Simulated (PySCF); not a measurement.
C₃H₅ClF₂Si.
Geometry (PBE0-D3(BJ)/def2-SVP, Å), atoms numbered from 1 in this order:
```
atom  x, y, z in Å
F1    -0.6411   -1.4876    0.7658
C2    -1.5817   -0.6062    0.3178
C3    -0.9505    0.6204   -0.2548
F4    -1.8875    1.4878   -0.6234
C5     0.3563    0.8673   -0.4062
Si6    1.7944   -0.2701    0.0691
Cl7    0.8041    2.3945   -1.1091
H8    -2.2026   -1.0955   -0.4538
H9    -2.2434   -0.3155    1.1528
H10    1.7091   -1.5789   -0.6386
H11    1.8557   -0.4825    1.5431
H12    3.0246    0.4455   -0.3725
```

Jobs on this species (12 atoms, 72 electrons) with PySCF (density fitting). Hardware of each: an Arm Neoverse V1 with one thread (shared host). Other jobs ran on the host; a repeat could differ by tens of per cent or more. Peak memory is the resident size of the whole Python process, interpreter and libraries included.

```csv
level and settings,work,basis functions,SCF cycles,wall time,peak memory
"PBE0-D3(BJ)/def2-SVP, grid level 1",geometry optimisation from a GFN2-xTB start shaken at random,131,?,?,?
"delta-SCF UKS SCAN, pcX-2 on the ionised atom, pcseg-1 elsewhere, non-relativistic","ΔSCF core ionisation, 9 holes",173,?,?,?
"delta-SCF UKS SCAN, def2-TZVP on the ionised atom, pcseg-1 elsewhere, spin-free X2C","ΔSCF core ionisation, 9 holes",150,152,67 s,0.59 GiB
"delta-SCF UKS PBE0, pcX-2 on the ionised atom, pcseg-1 elsewhere, spin-free X2C","ΔSCF core ionisation, 9 holes",173,133,93 s,0.77 GiB
"delta-SCF UKS SCAN, pcX-2 on the ionised atom, pcseg-1 elsewhere, spin-free X2C","ΔSCF core ionisation, 9 holes",173,155,70 s,0.69 GiB
"delta-SCF UKS HF, pcX-2 on the ionised atom, pcseg-1 elsewhere, spin-free X2C","ΔSCF core ionisation, 9 holes",173,167,79 s,0.59 GiB
"delta-SCF UKS PBE, pcX-2 on the ionised atom, pcseg-1 elsewhere, spin-free X2C","ΔSCF core ionisation, 9 holes",173,149,42 s,0.63 GiB
"delta-SCF UKS SCAN, pcX-1 on the ionised atom, pcseg-1 elsewhere, spin-free X2C","ΔSCF core ionisation, 9 holes",153,150,58 s,0.59 GiB
"delta-SCF UKS B3LYP, pcX-2 on the ionised atom, pcseg-1 elsewhere, spin-free X2C","ΔSCF core ionisation, 9 holes",173,136,98 s,0.78 GiB
```

Question: Fill in the missing figures.

Answer: 
- PBE0-D3(BJ)/def2-SVP, grid level 1; geometry optimisation from a GFN2-xTB start shaken at random: 54 s, 0.55 GiB, 50 SCF cycles
- delta-SCF UKS SCAN, pcX-2 on the ionised atom, pcseg-1 elsewhere, non-relativistic; ΔSCF core ionisation, 9 holes: 69 s, 0.68 GiB, 155 SCF cycles

Question: What do all jobs in the table cost together?

Answer: About 10 min; the longest takes about 16 % of that, and about 2.3 times as long as the shortest.
